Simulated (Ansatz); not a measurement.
Relaxation of CH5ClZn (8 atoms, charge 0, multiplicity 1), to a largest force component of 0.03 eV/Å in at most 50 steps.

Method: Ansatz, RKS PBE0-D4/def2-SVP.

```xyz
8
Properties=species:S:1:pos:R:3:forces:R:3
Zn 0.209 0.567 -0.477 0.12 -0.22 0.14
H -0.633 1.679 -1.130 -0.22 0.19 -0.09
C 1.332 -0.805 0.311 -0.01 0.00 0.00
H -2.358 1.246 -0.414 -0.25 -0.22 0.22
Cl -3.245 0.579 0.292 0.36 0.23 -0.26
H 2.153 -0.362 0.898 0.00 0.00 0.00
H 1.786 -1.444 -0.465 0.00 0.00 0.00
H 0.756 -1.460 0.985 0.00 0.02 -0.01
```

**Question.** Where does it end, and by what steps?

**Answer.** It converged. The force dipped under the threshold on the way, but the program's further checks kept it going. After 11 steps the energy has fallen by 0.032 eV; Cl5 moved furthest, 0.51 Å.

```csv
step,energy less start (eV),largest force component (eV/Å),accepted
0,0.0000,0.363,yes
1,-0.0154,0.159,yes
2,-0.0185,0.122,yes
3,-0.0208,0.103,yes
4,-0.0196,0.177,no
5,-0.0225,0.053,yes
6,-0.0261,0.061,yes
7,-0.0280,0.176,yes
8,-0.0307,0.070,yes
9,-0.0316,0.019,yes
10,-0.0305,0.045,no
11,-0.0317,0.005,yes
```

```xyz
8
Properties=species:S:1:pos:R:3
Zn 0.133 0.618 -0.498
H -0.659 1.778 -1.200
C 1.217 -0.772 0.311
H -2.205 1.206 -0.418
Cl -2.793 0.346 0.370
H 2.036 -0.347 0.915
H 1.670 -1.427 -0.451
H 0.601 -1.401 0.973
```

Time of the run: 26 s on 2 threads of Arm Neoverse V1, on a shared host, peak memory 0.18 GiB.
